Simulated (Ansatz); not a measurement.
Reading a saddle point

A first-order saddle point of SiN$_{2}$H$_{9}$OF, closed shell, PBE0-D4/def2-TZVP, with one imaginary mode of 273i cm⁻¹:

Si1  (-0.797, -0.078, -0.433)
N2  (0.596, -1.264, -0.095)
H3  (-1.338, -0.886, -1.594)
H4  (-1.836, -0.290, 0.598)
N5  (-0.470, 1.343, -1.332)
H6  (0.481, 0.288, 1.790)
O7  (0.083, 1.003, 1.135)
H8  (0.887, -1.222, 1.030)
F9  (1.062, -0.870, 2.242)
H10  (1.410, -1.019, -0.653)
H11  (0.319, -2.199, -0.377)
H12  (-0.812, 1.382, -2.277)
H13  (-0.410, 2.255, -0.913)
H14  (0.825, 1.558, 0.878)
(Å)

Program: Ansatz 0.2.0. Basis: def2-TZVPP and def2-QZVPP. Cores are frozen in the correlated methods. Extrapolation: Hartree–Fock as exp(−7.88 √X), correlation as X^−2.97.

Which contacts change along the imaginary mode, and what lies on either side? (Judge from chemistry; the calculation decides.)

By the calculation: The step is SiN₂H₆ ([NH2][SiH2][NH2]) + H₂O + HF → SiNH₅O ([NH2][SiH2][OH]) + NH₃ + HF, with the molecules in contact on both sides. Shortening one way: Si1–O7, N2–H8, H6–F9; lengthening the same way: Si1–N2, H6–O7, H8–F9.
```tsv
pair	one side (Å)	saddle (Å)	other side (Å)
Si1–O7	3.92	2.10	1.70
N2–H8	1.56	1.16	1.02
H6–F9	1.79	1.37	0.96
Si1–N2	1.77	1.86	2.35
H6–O7	0.97	1.05	1.54
H8–F9	0.99	1.27	2.09
```

Which side is lower, and how far does the saddle lie above each? (To be estimated.)

Computed: The side with Si1–O7, N2–H8, H6–F9 short is lower by 4.86 kcal/mol; the saddle lies 16.60 kcal/mol above it and 11.74 kcal/mol above the other (CCSD(T) at an estimated basis limit (MP2 extrapolated from triple and quadruple zeta, plus CCSD(T) − MP2 in triple zeta); electronic energies).

The T1 diagnostic stays at or below 0.011.

Labels in which every atom is bracketed show which atoms are joined, not bond orders.

For scale, one of the runs: CCSD(T)/def2-TZVPP, 292 basis functions, launched by `ansatz run in.yaml --threads 8 --pin off --events-out ev --progress --plain --max-ram 19148MiB`. Time: 5.2 min of wall clock on 8 CPU threads of an Intel Xeon; the host was shared. Peak host memory: 9.8 GiB.
